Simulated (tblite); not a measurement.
ClTl, charge -1, doublet, geometry from GFN2-xTB (such geometries of metal compounds can be far from the true shape) (a state made from the parent by changing its charge; the spin is typed, not shown lowest); GFN1-xTB (tblite).

Here is a job for tblite.
```
$ tblite run mol.xyz --method gfn1 --charge -1 --spin 1 --json tblite.json --no-restart

# file mol.xyz
2

Tl    -0.00000000    -0.00000000    -0.47641043
Cl     0.00000000     0.00000000     2.26995558
```

### Question
Write the output that tblite gives for this input, abridged.

### Answer

```
xTB calculator
 | screened Coulomb repulsion
 | Coulomb electrostatics
 |  * isotropic Klopman-Ohno-Mataga-Nishimoto electrostatics
 |  * onsite third-order electrostatics
 | DFT-D3(BJ) dispersion correction

halogen bonding energy    0.0000000000000E+00 Eh
repulsion energy          2.5791227244199E-04 Eh
dispersion energy        -4.0943841063782E-04 Eh
number of electrons       1.1000000000000E+01 e
integral cutoff           3.0000519382712E+01 bohr

------------------------------------------------------------
  cycle        total energy    energy error   density error
------------------------------------------------------------
      1     -5.649179307422  -5.6490278E+00   2.8070317E-01
      2     -5.653382092617  -4.2027852E-03   1.5615125E-01
      3     -5.654342305240  -9.6021262E-04   1.8437079E-02
      4     -5.654344671367  -2.3661267E-06   7.4350670E-03
      5     -5.654346094907  -1.4235396E-06   8.5814679E-04
      6     -5.654346125510  -3.0603458E-08   7.1941152E-04
      7     -5.654346147196  -2.1685591E-08   2.8557595E-06
------------------------------------------------------------

electronic energy        -5.6541946210574E+00 Eh
total energy             -5.6543461471956E+00 Eh

Post processing:
 | Mayer-Wiberg bond orders

[Info] JSON dump of results written to 'tblite.json'
```
